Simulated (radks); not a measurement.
Values are calculated unless marked as measured or tabulated.
As, configuration [Ar] 3d10 4s2 4p3. Code: a radial shooting solver on a logarithmic mesh with Libxc functionals. Model: Dirac Kohn-Sham, PBE, spin-unpolarised, spherical densities, point nucleus; open shells are shared between the two j in proportion to 2j + 1.

Spin-orbit splittings of the eigenvalues, e(l+1/2) - e(l-1/2), with zeta = 2 splitting/(2l+1) and mean radii in bohr:

| shell | occ. | splitting (eV) | zeta (eV) | <r> j=l-1/2 | <r> j=l+1/2 |
|---|---|---|---|---|---|
| 2p | 6 | 36.56 | 24.38 | 0.1747 | 0.1784 |
| 3p | 6 | ? | ? | 0.6100 | 0.6206 |
| 3d | 10 | 0.7285 | 0.2914 | 0.6755 | 0.6803 |
| 4p | 3 | 0.2727 | 0.1818 | 2.519 | 2.573 |

Estimate the 3p splitting.

Answer. 5.023 eV (zeta = 3.348 eV).
